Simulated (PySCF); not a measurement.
This script is equivalent to a calculation on Xe (xenon, neutral).

```python
from pyscf import gto, scf, dft, mp, cc
import basis_set_exchange as bse
mol = gto.M(atom="Xe 0 0 0", charge=0, spin=0, symmetry="D2h",
            basis=gto.basis.parse(bse.get_basis("x2c-SVPall", elements=["Xe"], fmt="nwchem", header=False)),
            nucmod="G")
mf = dft.UKS(mol, xc="M062X").sfx2c1e()
mf.irrep_nelec = {'Ag': (9, 9), 'B1g': (2, 2), 'B2g': (2, 2), 'B3g': (2, 2), 'B1u': (4, 4), 'B2u': (4, 4), 'B3u': (4, 4)}
mf.kernel()
```

(1) What total energy does it give?

(2) Which occupied shell lies highest, and where?

Answers

(1) -7446.28 hartree (calculated).

(2) 5p, at -10.661 eV.
